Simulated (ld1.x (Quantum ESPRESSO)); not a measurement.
## In: one change to a PAW potential, before and after

- Element: indium (In)
- Generator: ld1.x (Quantum ESPRESSO) 7.5
- Type: PAW
- Functional: LDA (PZ)
- Relativity: scalar-relativistic
- Frozen core: [Ar] 3d10 4s2
- Valence charge: 19
- Reference configuration: 4p6 4d10 5s2 5p1
- Partial waves: 5s (bound): rcut 1.50, rcutus 2.05 bohr; 5s channel at 0.2 Ry: rcut 1.50, rcutus 2.05 bohr; 4p (bound): rcut 1.30, rcutus 1.80 bohr; 5p (bound): rcut 1.30, rcutus 1.80 bohr; 4d (bound): rcut 1.15, rcutus 1.45 bohr; 4d channel at -1 Ry: rcut 1.15, rcutus 1.45 bohr
- Local potential: all-electron potential smoothed inside 1.85 bohr (lloc = -1)
- Core correction: Bessel-smoothed model core, default radius (core density twice the valence density)
- Augmentation charge: GAUSS, radius 1.20 bohr

Change: core correction a·sin(br)/r model core, default radius (ld1.x builds one for every PAW set, though the input has nlcc=.false.).

Cutoffs: the cutoffs (Ry, on a coarse ladder) from which the occupation-weighted sum of valence levels, in a spherical-Bessel basis at the reference potential, stays within 10 and 1 mRy of its value at 400 Ry; they do not see the model core or the augmentation charge, which bear on the density cutoff. Errors are all-electron minus pseudo energies relative to the spin-unpolarised reference configuration.

Problem. What does the change do?

Solution. The potential gets neither clearly harder nor softer (70 Ry and 110 Ry → 70 Ry and 110 Ry); of the 9 tests that both files solve, the error grows in 1 and shrinks in 3 by more than 15 % and 0.3 meV (median size 3.2 → 1.3 meV); neither file shows a bound ghost at the reference potential, the only one tested. The default core radius of the base comes out at 0.57 bohr. A model core, the more so a compact one, raises the density cutoff, which this test does not measure.

```tsv
quantity	base	changed
cutoff, loose	70 Ry	70 Ry
cutoff, tight	110 Ry	110 Ry
bound ghosts	none	none
error for 4p6 4d10 5s2 5p0, meV [ΔE 5.59 eV]	-1.3	-1.3
error for 4p6 4d10 5s1 5p0, meV [ΔE 25.26 eV]	-3.7	-3.3
error for 4p6 4d10 5s0 5p0, meV [ΔE 54.00 eV]	-2.0	-0.9
error for 4p6 4d10 5s1 5p1, meV [ΔE 12.29 eV]	-0.5	-0.4
error for 4p6 4d10 5s0 5p3, meV [ΔE 12.16 eV]	+5.5	+5.4
error for 4p6 4d10 5s2 5p1.3, meV [ΔE -0.58 eV]	-5169	+0.2
error for 4p6 4d9 5s2 5p2, meV [ΔE 18.20 eV]	-10	-12
error for 4p6 4d10 5s2 5p1 (spin-polarised), meV [ΔE -0.12 eV]	0.0	0.0
error for 4p6 4d10 5s1 5p0 (spin-polarised), meV [ΔE 25.03 eV]	-3.2	-2.5
s: phases at 2.26 bohr within 0.05 rad from the reference energy up to (Ry; the scan ends near 5)	to the end of the scan	to the end of the scan
p: phases at 2.26 bohr within 0.05 rad from the reference energy up to (Ry; the scan ends near 5)	to the end of the scan	to the end of the scan
d: phases at 2.26 bohr within 0.05 rad from the reference energy up to (Ry; the scan ends near 5)	to the end of the scan	to the end of the scan
lowest overlap eigenvalue by channel	s 0.45, p 0.79, d 0.89	s 0.45, p 0.79, d 0.89
```

Base: These tests converged, but a pseudo level misses the all-electron one widely, so the file describes the atom poorly there or has found another state: 4p6 4d10 5s2 5p1.3: 4p by 7.0 eV (a node warning on the way).
